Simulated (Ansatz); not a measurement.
A nudged elastic band was laid between two geometries of GeH5NOSe (9 atoms, charge 0, multiplicity 1).

The calculation used RKS r2SCANh-D4/def2-SVP (Ansatz 0.2.0).

- movable images: 1
- climbing image: no
- spring: 5.0 eV/Å²
- optimiser: quadratic models (default)
- start path: IDPP
- force threshold: 0.05 eV/Å
- iteration limit: 60
- end points: relaxed

First end point:

```xyz
9
Properties=species:S:1:pos:R:3
N -0.549 1.128 0.743
Ge 0.286 0.033 -0.435
O 1.582 -0.615 0.585
Se -1.260 -1.570 -1.176
H 0.080 1.711 1.289
H -1.308 1.689 0.369
H 0.886 0.632 -1.723
H 2.115 -1.279 0.136
H -1.744 -1.777 0.194
```

Last end point:

```xyz
9
Properties=species:S:1:pos:R:3
N -0.254 1.216 0.936
Ge 0.217 -0.009 -0.327
O 1.645 -0.853 0.292
Se -1.711 -1.341 -0.493
H 0.472 1.884 1.177
H -1.126 1.709 0.769
H 0.680 0.459 -1.711
H 1.476 -1.258 1.150
H -1.311 -1.852 -1.809
```

(1) Which bonds break or form, and what moves?

(2) Give the energies along the band, and the barrier.

(3) What is the geometry of the highest image?

## Answers

(1) No bond is made or broken. The dihedral H7–Ge2–Se4–H9 goes from -173 to 31°.

(2) The forces met the threshold. The highest image is number 1 of 0 to 2, 0.8 kcal/mol above the first end and 1.5 kcal/mol above the last; the last end lies 0.7 kcal/mol below the first. The dihedral H7–Ge2–Se4–H9 jumps by 119° between images 1 and 2, so the path isn't resolved there. No image climbed, so the highest image needn't sit at the top of the path. So few images can step over the top or miss a turn of the path.

```csv
image,path coordinate (Å),energy (kcal/mol),dihedral H7–Ge2–Se4–H9 (°)
0,0.00,0.0,-173
1,2.17,0.8,-88
2,4.34,-0.7,31
```

(3) 
```xyz
9
Properties=species:S:1:pos:R:3
N -0.133 0.844 1.042
Ge 0.303 0.070 -0.546
O 1.942 -0.596 -0.483
Se -1.177 -1.739 -0.857
H 0.030 1.841 1.136
H -1.025 0.587 1.447
H 0.380 1.033 -1.732
H 2.090 -1.108 0.320
H -2.321 -0.976 -0.344
```

The run took 73 s on 2 threads of Arm Neoverse V2, with other jobs on the host, peak memory 0.34 GiB.
